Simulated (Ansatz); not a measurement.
One geometry of FH7N2SSi2, SMILES `N[SiH2]S[SiH](N)F`, several functionals.

```yaml
crystal:
  periodic: [false, false, false]
  atoms:
    - {symbol: N, position_ang: [-0.774371, -0.526033, 1.767941]}
    - {symbol: Si, position_ang: [-0.269014, 1.047307, 1.342895]}
    - {symbol: S, position_ang: [-0.694183, 1.703986, -0.681919]}
    - {symbol: Si, position_ang: [-0.118861, -0.052461, -1.690134]}
    - {symbol: N, position_ang: [1.288323, -0.691715, -0.962572]}
    - {symbol: F, position_ang: [-1.196470, -1.229677, -1.578627]}
    - {symbol: H, position_ang: [-0.287023, -1.297280, 1.336052]}
    - {symbol: H, position_ang: [-1.761603, -0.721996, 1.830668]}
    - {symbol: H, position_ang: [1.193038, 1.143145, 1.558441]}
    - {symbol: H, position_ang: [-0.997426, 2.035347, 2.172558]}
    - {symbol: H, position_ang: [-0.056357, 0.268427, -3.133673]}
    - {symbol: H, position_ang: [1.623649, -1.603302, -1.234426]}
    - {symbol: H, position_ang: [2.050287, -0.075737, -0.727205]}
basis:
  gaussian: {orbitals: def2-TZVPP}
hamiltonian: {xc: pbe0, dispersion: d4}
output: {orbitals: {seedname: orbitals}}
```

```sh
$ ansatz run in.yaml --threads 2 --pin off --events-out ev --progress --plain --max-ram 31744MiB --backend cuda --devices 0, --max-vram 18GiB
```

Output, abridged:

```
Functional definition: PBE0
1776 factors; their error is unknown
mean field evaluation 1: about -32381.7344 eV, gradient 8.3e1 eV
mean field evaluation 2: about -32365.3659 eV, gradient 1.2e2 eV
mean field evaluation 4: about -32393.8012 eV, gradient 5.4e0 eV
mean field evaluation 8: about -32393.9324 eV, gradient 2.7e-1 eV
mean field evaluation 16: about -32393.9325 eV, gradient 5.4e-5 eV
mean field -32393.93250700 eV, -1190.4550622361 hartree, gradient 5.4e-5 eV, S^2 0.000000; 0 other end points of the search recorded, 0 dependent functions left out
reference -32393.93254130 eV, -1190.4550634966 hartree; 37, 37 occupied and 280, 280 virtual orbitals, 1776 factors
Total energy: -32394.27453143 eV, -1190.4676314022 hartree
```

It took 1.6 s on 2 threads of an AMD EPYC 7R13 on a shared host and a share of an NVIDIA H100 80 GB, with 0.86 GiB of host memory at the peak.

The same input with `hamiltonian: {xc: {name: wB97M-V}}` and forces (abridged; 2.6 s):

```
Functional definition: wB97M-V
mean field evaluation 16: about -32406.9519 eV, gradient 1.1e-4 eV
mean field -32406.95188273 eV, -1190.9335154695 hartree, gradient 2.8e-5 eV, S^2 0.000000
Total energy: -32406.95193820 eV, -1190.9335175077 hartree
Atom 0 force    -0.026779    -0.048341    -0.040176 eV/Å
Atom 1 force     0.109544     0.191408     0.123071 eV/Å
Atom 2 force    -0.007174    -0.006317     0.004257 eV/Å
Atom 3 force     0.040799     0.152312    -0.221680 eV/Å
Atom 4 force     0.047582    -0.013635     0.014543 eV/Å
Atom 5 force    -0.097751    -0.090927     0.023185 eV/Å
Atom 6 force    -0.020853    -0.000741     0.021021 eV/Å
Atom 7 force     0.020713    -0.014208     0.004481 eV/Å
Atom 8 force    -0.158273    -0.013924    -0.031291 eV/Å
Atom 9 force     0.085083    -0.119005    -0.096253 eV/Å
Atom 10 force     0.000953    -0.044596     0.178040 eV/Å
Atom 11 force     0.003792     0.022419     0.015659 eV/Å
Atom 12 force     0.002365    -0.014444     0.005142 eV/Å
Dipole moment:     0.373726    -0.276771     0.010100 e Å
```
